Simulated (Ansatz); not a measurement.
Ansatz (a program for electronic structure) input (HF/3-21G): The .json file is the Basis Set Exchange's 3-21G.

Ansatz 0.2 input:
```yaml
crystal:
  periodic: [false, false, false]
  atoms:
    - {symbol: Cl, position_ang: [2.18054656, -1.57629436, -0.17724876]}
    - {symbol: Si, position_ang: [1.34046661, 0.63433891, 0.47983980]}
    - {symbol: Si, position_ang: [-0.86658984, -0.26722319, -0.17073436]}
    - {symbol: Cl, position_ang: [-2.51593964, 1.32429431, 0.02598843]}
    - {symbol: H, position_ang: [1.58639779, 1.21299839, -0.91699713]}
    - {symbol: H, position_ang: [-1.11149002, -0.73928756, -1.56318295]}
    - {symbol: H, position_ang: [-1.40750038, -1.32933018, 0.72412968]}
basis:
  gaussian:
    orbitals: 3-21G.json
hamiltonian:
  xc: {name: HF}
total_charge: -1
phonons: {temperatures: {t_min: 298.15, t_max: 298.15, t_step: 100}}
```

Output:

```
Functional definition: HF
integrals: 0.01 GiB planned
690 factors; integrals over basis functions are off by at most 2.8e-4 eV
mean field: 0.15 GiB planned
mean field evaluation 1: about -40578.4175 eV, gradient 1.4e1 eV
mean field evaluation 2: about -40578.4211 eV, gradient 1.4e1 eV
mean field evaluation 4: about -40579.3418 eV, gradient 1.1e0 eV
mean field evaluation 8: about -40579.3509 eV, gradient 1.5e-2 eV
mean field -40579.35090416 eV, -1491.2636400558 hartree, gradient 8.5e-5 eV, S^2 0.000000; 0 other end points of the search recorded, 0 dependent functions left out
the calculation of the forces begins
reference -40579.35090416 eV, -1491.2636400558 hartree; 33, 33 occupied and 25, 25 virtual orbitals, 690 factors
these checks for a lower state are left out or cut short: stability, starts, cluster_reference, orbital_swaps, neighbouring_geometries, increment
integrals: 0.01 GiB planned
690 factors; integrals over basis functions are off by at most 2.8e-4 eV
mean field: 0.15 GiB planned
mean field evaluation 16: about -40579.3509 eV, gradient 1.8e-6 eV
mean field -40579.35089945 eV, -1491.2636398827 hartree, gradient 1.8e-6 eV, S^2 0.000000; 0 other end points of the search recorded, 0 dependent functions left out
the calculation of the forces begins
reference -40579.35089945 eV, -1491.2636398827 hartree; 33, 33 occupied and 25, 25 virtual orbitals, 690 factors
these checks for a lower state are left out or cut short: stability, starts, cluster_reference, orbital_swaps, neighbouring_geometries, increment
integrals: 0.01 GiB planned
690 factors; integrals over basis functions are off by at most 2.8e-4 eV
mean field: 0.15 GiB planned
mean field -40579.35089736 eV, -1491.2636398060 hartree, gradient 1.9e-6 eV, S^2 0.000000; 0 other end points of the search recorded, 0 dependent functions left out
the calculation of the forces begins
reference -40579.35089736 eV, -1491.2636398060 hartree; 33, 33 occupied and 25, 25 virtual orbitals, 690 factors
these checks for a lower state are left out or cut short: stability, starts, cluster_reference, orbital_swaps, neighbouring_geometries, increment
integrals: 0.01 GiB planned
690 factors; integrals over basis functions are off by at most 2.8e-4 eV
mean field: 0.15 GiB planned
mean field -40579.35088712 eV, -1491.2636394298 hartree, gradient 2.1e-6 eV, S^2 0.000000; 0 other end points of the search recorded, 0 dependent functions left out
the calculation of the forces begins
reference -40579.35088712 eV, -1491.2636394298 hartree; 33, 33 occupied and 25, 25 virtual orbitals, 690 factors
these checks for a lower state are left out or cut short: stability, starts, cluster_reference, orbital_swaps, neighbouring_geometries, increment
integrals: 0.01 GiB planned
690 factors; integrals over basis functions are off by at most 2.8e-4 eV
mean field: 0.15 GiB planned
mean field evaluation 32: about -40579.3509 eV, gradient 7.3e-2 eV
mean field -40579.35088861 eV, -1491.2636394843 hartree, gradient 2.1e-6 eV, S^2 0.000000; 0 other end points of the search recorded, 0 dependent functions left out
the calculation of the forces begins
reference -40579.35088861 eV, -1491.2636394843 hartree; 33, 33 occupied and 25, 25 virtual orbitals, 690 factors
these checks for a lower state are left out or cut short: stability, starts, cluster_reference, orbital_swaps, neighbouring_geometries, increment
integrals: 0.01 GiB planned
690 factors; integrals over basis functions are off by at most 2.8e-4 eV
mean field: 0.15 GiB planned
mean field -40579.35090157 eV, -1491.2636399609 hartree, gradient 1.8e-6 eV, S^2 0.000000; 0 other end points of the search recorded, 0 dependent functions left out
the calculation of the forces begins
reference -40579.35090157 eV, -1491.2636399609 hartree; 33, 33 occupied and 25, 25 virtual orbitals, 690 factors
these checks for a lower state are left out or cut short: stability, starts, cluster_reference, orbital_swaps, neighbouring_geometries, increment
integrals: 0.01 GiB planned
690 factors; integrals over basis functions are off by at most 2.8e-4 eV
mean field: 0.15 GiB planned
mean field -40579.35090044 eV, -1491.2636399192 hartree, gradient 1.8e-6 eV, S^2 0.000000; 0 other end points of the search recorded, 0 dependent functions left out
the calculation of the forces begins
reference -40579.35090044 eV, -1491.2636399192 hartree; 33, 33 occupied and 25, 25 virtual orbitals, 690 factors
these checks for a lower state are left out or cut short: stability, starts, cluster_reference, orbital_swaps, neighbouring_geometries, increment
integrals: 0.01 GiB planned
690 factors; integrals over basis functions are off by at most 2.8e-4 eV
mean field: 0.15 GiB planned
mean field -40579.35087755 eV, -1491.2636390781 hartree, gradient 2.1e-6 eV, S^2 0.000000; 0 other end points of the search recorded, 0 dependent functions left out
[...]
mean field: 0.15 GiB planned
mean field -40579.35086189 eV, -1491.2636385025 hartree, gradient 2.1e-6 eV, S^2 0.000000; 0 other end points of the search recorded, 0 dependent functions left out
the calculation of the forces begins
reference -40579.35086189 eV, -1491.2636385025 hartree; 33, 33 occupied and 25, 25 virtual orbitals, 690 factors
these checks for a lower state are left out or cut short: stability, starts, cluster_reference, orbital_swaps, neighbouring_geometries, increment
integrals: 0.01 GiB planned
690 factors; integrals over basis functions are off by at most 2.8e-4 eV
mean field: 0.15 GiB planned
mean field -40579.35089727 eV, -1491.2636398029 hartree, gradient 1.2e-6 eV, S^2 0.000000; 0 other end points of the search recorded, 0 dependent functions left out
the calculation of the forces begins
reference -40579.35089727 eV, -1491.2636398029 hartree; 33, 33 occupied and 25, 25 virtual orbitals, 690 factors
these checks for a lower state are left out or cut short: stability, starts, cluster_reference, orbital_swaps, neighbouring_geometries, increment
integrals: 0.01 GiB planned
690 factors; integrals over basis functions are off by at most 2.8e-4 eV
mean field: 0.15 GiB planned
mean field -40579.35089580 eV, -1491.2636397487 hartree, gradient 1.2e-6 eV, S^2 0.000000; 0 other end points of the search recorded, 0 dependent functions left out
the calculation of the forces begins
reference -40579.35089580 eV, -1491.2636397487 hartree; 33, 33 occupied and 25, 25 virtual orbitals, 690 factors
these checks for a lower state are left out or cut short: stability, starts, cluster_reference, orbital_swaps, neighbouring_geometries, increment
integrals: 0.01 GiB planned
690 factors; integrals over basis functions are off by at most 2.8e-4 eV
mean field: 0.15 GiB planned
mean field evaluation 224: about -40579.3509 eV, gradient 4.6e-2 eV
mean field -40579.35089481 eV, -1491.2636397124 hartree, gradient 1.6e-6 eV, S^2 0.000000; 0 other end points of the search recorded, 0 dependent functions left out
the calculation of the forces begins
reference -40579.35089481 eV, -1491.2636397124 hartree; 33, 33 occupied and 25, 25 virtual orbitals, 690 factors
these checks for a lower state are left out or cut short: stability, starts, cluster_reference, orbital_swaps, neighbouring_geometries, increment
integrals: 0.01 GiB planned
690 factors; integrals over basis functions are off by at most 2.8e-4 eV
mean field: 0.15 GiB planned
mean field -40579.35089073 eV, -1491.2636395625 hartree, gradient 1.7e-6 eV, S^2 0.000000; 0 other end points of the search recorded, 0 dependent functions left out
the calculation of the forces begins
reference -40579.35089073 eV, -1491.2636395625 hartree; 33, 33 occupied and 25, 25 virtual orbitals, 690 factors
these checks for a lower state are left out or cut short: stability, starts, cluster_reference, orbital_swaps, neighbouring_geometries, increment
integrals: 0.01 GiB planned
690 factors; integrals over basis functions are off by at most 2.8e-4 eV
mean field: 0.15 GiB planned
mean field -40579.35085570 eV, -1491.2636382751 hartree, gradient 2.1e-6 eV, S^2 0.000000; 0 other end points of the search recorded, 0 dependent functions left out
the calculation of the forces begins
reference -40579.35085570 eV, -1491.2636382751 hartree; 33, 33 occupied and 25, 25 virtual orbitals, 690 factors
these checks for a lower state are left out or cut short: stability, starts, cluster_reference, orbital_swaps, neighbouring_geometries, increment
integrals: 0.01 GiB planned
690 factors; integrals over basis functions are off by at most 2.8e-4 eV
mean field: 0.15 GiB planned
mean field -40579.35085077 eV, -1491.2636380937 hartree, gradient 2.1e-6 eV, S^2 0.000000; 0 other end points of the search recorded, 0 dependent functions left out
the calculation of the forces begins
reference -40579.35085077 eV, -1491.2636380937 hartree; 33, 33 occupied and 25, 25 virtual orbitals, 690 factors
these checks for a lower state are left out or cut short: stability, starts, cluster_reference, orbital_swaps, neighbouring_geometries, increment
integrals: 0.01 GiB planned
690 factors; integrals over basis functions are off by at most 2.8e-4 eV
mean field: 0.15 GiB planned
mean field -40579.35089026 eV, -1491.2636395453 hartree, gradient 1.3e-6 eV, S^2 0.000000; 0 other end points of the search recorded, 0 dependent functions left out
the calculation of the forces begins
reference -40579.35089026 eV, -1491.2636395453 hartree; 33, 33 occupied and 25, 25 virtual orbitals, 690 factors
these checks for a lower state are left out or cut short: stability, starts, cluster_reference, orbital_swaps, neighbouring_geometries, increment
integrals: 0.01 GiB planned
690 factors; integrals over basis functions are off by at most 2.8e-4 eV
mean field: 0.15 GiB planned
mean field evaluation 256: about -40579.3509 eV, gradient 4.9e-2 eV
mean field -40579.35089132 eV, -1491.2636395841 hartree, gradient 1.3e-6 eV, S^2 0.000000; 0 other end points of the search recorded, 0 dependent functions left out
the calculation of the forces begins
reference -40579.35089132 eV, -1491.2636395841 hartree; 33, 33 occupied and 25, 25 virtual orbitals, 690 factors
these checks for a lower state are left out or cut short: stability, starts, cluster_reference, orbital_swaps, neighbouring_geometries, increment
integrals: 0.01 GiB planned
690 factors; integrals over basis functions are off by at most 2.8e-4 eV
mean field: 0.15 GiB planned
mean field -40579.35086970 eV, -1491.2636387895 hartree, gradient 6.2e-7 eV, S^2 0.000000; 0 other end points of the search recorded, 0 dependent functions left out
the calculation of the forces begins
reference -40579.35086970 eV, -1491.2636387895 hartree; 33, 33 occupied and 25, 25 virtual orbitals, 690 factors
these checks for a lower state are left out or cut short: stability, starts, cluster_reference, orbital_swaps, neighbouring_geometries, increment
integrals: 0.01 GiB planned
690 factors; integrals over basis functions are off by at most 2.8e-4 eV
mean field: 0.15 GiB planned
mean field -40579.35087519 eV, -1491.2636389914 hartree, gradient 3.0e-6 eV, S^2 0.000000; 0 other end points of the search recorded, 0 dependent functions left out
the calculation of the forces begins
reference -40579.35087519 eV, -1491.2636389914 hartree; 33, 33 occupied and 25, 25 virtual orbitals, 690 factors
these checks for a lower state are left out or cut short: stability, starts, cluster_reference, orbital_swaps, neighbouring_geometries, increment
integrals: 0.01 GiB planned
690 factors; integrals over basis functions are off by at most 2.8e-4 eV
mean field: 0.15 GiB planned
mean field -40579.35087963 eV, -1491.2636391544 hartree, gradient 1.6e-6 eV, S^2 0.000000; 0 other end points of the search recorded, 0 dependent functions left out
the calculation of the forces begins
reference -40579.35087963 eV, -1491.2636391544 hartree; 33, 33 occupied and 25, 25 virtual orbitals, 690 factors
these checks for a lower state are left out or cut short: stability, starts, cluster_reference, orbital_swaps, neighbouring_geometries, increment
integrals: 0.01 GiB planned
690 factors; integrals over basis functions are off by at most 2.8e-4 eV
mean field: 0.15 GiB planned
mean field -40579.35087741 eV, -1491.2636390729 hartree, gradient 1.9e-6 eV, S^2 0.000000; 0 other end points of the search recorded, 0 dependent functions left out
the calculation of the forces begins
reference -40579.35087741 eV, -1491.2636390729 hartree; 33, 33 occupied and 25, 25 virtual orbitals, 690 factors
Total energy: -40579.35090416 eV, -1491.2636400558 hartree
Atom 0 at     2.180547    -1.576294    -0.177249 Å, force     0.000416    -0.000279     0.000227 eV/Å
Atom 1 at     1.340467     0.634339     0.479840 Å, force    -0.001144    -0.000267    -0.002418 eV/Å
Atom 2 at    -0.866590    -0.267223    -0.170734 Å, force     0.000335     0.000064    -0.000023 eV/Å
Atom 3 at    -2.515940     1.324294     0.025988 Å, force    -0.000440     0.000449    -0.000333 eV/Å
Atom 4 at     1.586398     1.212998    -0.916997 Å, force     0.000761     0.000300     0.001057 eV/Å
Atom 5 at    -1.111490    -0.739288    -1.563183 Å, force     0.000290     0.000811     0.001054 eV/Å
Atom 6 at    -1.407500    -1.329330     0.724130 Å, force    -0.000217    -0.001078     0.000436 eV/Å
Dipole moment:    -0.326883     0.066437    -0.097815 e Å
Vibrations: 61.65 75.09 135.10 307.29 350.06 395.46 409.05 701.79 744.01 791.61 852.09 1011.53 2045.02 2250.96 2256.25 cm⁻¹, zero-point energy 0.767894 eV
```

The blocks after the first are displaced geometries, from whose forces the wavenumbers follow.

The dipole moment of an ion depends on the origin.
